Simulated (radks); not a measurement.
The numbers below are computed, except where a source is named.
All-electron atom: Be2+ in 1s1.75 2p0.25 (fractional occupations, a model configuration).

Level of theory: scalar-relativistic Kohn-Sham, exchange-only r2SCAN, spin-polarised, spherical densities, finite nucleus; open shells are filled with parallel spins first; meta-GGA in the generalised Kohn-Sham scheme; Fermi nuclear charge, rms radius 2.519 fm (a radial shooting solver on a logarithmic mesh with Libxc functionals).

Energy parts (eV):
total: -340.657
kinetic: 340.791
electron-nucleus: -731.875
Hartree: 104.492
exchange: -54.064

Orbitals (lengths in bohr, moments of r in powers of bohr):
\begin{tabular}{lrrrr}
orbital & occ. & eigenvalue (eV) & <1/r> & <r^2> \\ \hline
1s up & 1 & -144.5363 & 3.762 & 0.2227 \\
1s down & 0.75 & -140.3713 & 3.733 & 0.2266 \\
2p up & 0.25 & -19.1161 & 0.6460 & 4.696 \\
\end{tabular}

The highest occupied level is 2p up at -19.116 eV. Spin moment in Bohr magnetons: 0.5. The spin density at the nucleus is 4.778 e/bohr^3 (1s 4.778). The density falls to 0.001 e/bohr^3 at r = 2.47 bohr. The electron density at the nucleus is 31.55 e/bohr^3 (large components only).
